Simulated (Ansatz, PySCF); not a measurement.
Here is a job for Ansatz (a first-principles code).
Ansatz 0.2 input:
```yaml
crystal:
  periodic: [false, false, false]
  atoms:
    - {symbol: O, position_ang: [-0.10364914, -0.12932954, 0.58989088]}
    - {symbol: C, position_ang: [0.11172867, 0.04016533, -0.60083038]}
    - {symbol: H, position_ang: [0.14193939, 1.01608503, -1.10404748]}
    - {symbol: H, position_ang: [0.28838394, -0.85776849, -1.21133073]}
    - {symbol: H, position_ang: [-0.27150229, 0.63532785, 1.20123344]}
basis:
  gaussian:
    orbitals: cc-pVDZ
hamiltonian:
  xc: pbe
total_charge: 1
accuracy: high
```

Q: Convert this to an input for PySCF.

A: One answer among several that fit: 
```python
from pyscf import gto, scf, dft

mol = gto.Mole()
mol.atom = '''
    O    -0.103649   -0.129330    0.589891
    C     0.111729    0.040165   -0.600830
    H     0.141939    1.016085   -1.104047
    H     0.288384   -0.857768   -1.211331
    H    -0.271502    0.635328    1.201233
'''
mol.basis = 'cc-pvdz'
mol.charge = 1
mol.spin = 0
mol.verbose = 4
mol.build()

mf = dft.RKS(mol)
mf.xc = 'pbe'
mf.grids.atom_grid = (99, 590)
mf.grids.prune = None
mf.kernel()
```

Both were run: Ansatz gave -114.655547 Eh and PySCF -114.655547 Eh, 0.000 mEh apart.
